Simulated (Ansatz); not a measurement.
# Cost against result

The pair of HBr (SMILES Br, atoms 1–2) and C₂H₂ (SMILES C#C, atoms 3–6), both closed shells, in one local arrangement (a lower one may exist), relaxed at PBE0-D4/def2-TZVP:

Br1  (0.257, -1.010, -2.537)
H2  (0.123, -0.481, -1.212)
C3  (-0.167, 0.922, 0.710)
C4  (-0.022, -0.179, 1.160)
H5  (-0.296, 1.903, 0.314)
H6  (0.106, -1.156, 1.565)
(Å)

Interaction energies are counterpoise-corrected; the time is that of the whole pair.

Program: Ansatz 0.2.0. Basis: as named in each row. Cores are frozen in the correlated methods. Filled d shells of the heavier atoms are correlated. The def2 sets are not built for correlating such inner shells, so the correlated values are less sure here. B3LYP uses VWN-RPA correlation. Extrapolation: Hartree–Fock as exp(−7.88 √X), correlation as X^−2.97.

Times are rough, for one single point on 2 threads of a shared host (Arm Neoverse V1).

The estimate by CCSD(T) at an estimated basis limit (MP2 extrapolated from triple and quadruple zeta, plus CCSD(T) − MP2 in triple zeta) is -2.59 kcal/mol.

| method | basis | time (s) | interaction energy (kcal/mol) | method less estimate |
| --- | --- | --- | --- | --- |
| PBE-D4 | def2-TZVPPD | 2 | -3.40 | -0.80 |
| revPBE-D4 | def2-TZVPPD | 2 | -2.98 | -0.38 |
| BLYP-D4 | def2-TZVPPD | 3 | -2.74 | -0.15 |
| PBE0-D4 | def2-TZVPPD | 3 | -3.20 | -0.61 |
| HSE06-D4 | def2-TZVPPD | 4 | -3.22 | -0.62 |
| B3LYP-D4 | def2-TZVPPD | 4 | -2.80 | -0.21 |
| r2SCAN-D4 | def2-TZVPPD | 5 | -3.06 | -0.46 |
| B2PLYP | def2-TZVPPD | 6 | -1.83 | 0.76 |
| wB97X-V | def2-TZVPPD | 8 | -2.53 | 0.06 |
| wB97M-V | def2-TZVPPD | 10 | -2.53 | 0.07 |
| B97M-V | def2-TZVPPD | 11 | -2.72 | -0.12 |
| MP2 | def2-QZVPPD | 16 | -2.99 | -0.39 |
| CCSD(T) | def2-TZVPPD | 76 | -2.00 | 0.60 |

The T1 diagnostic stays at or below 0.013.
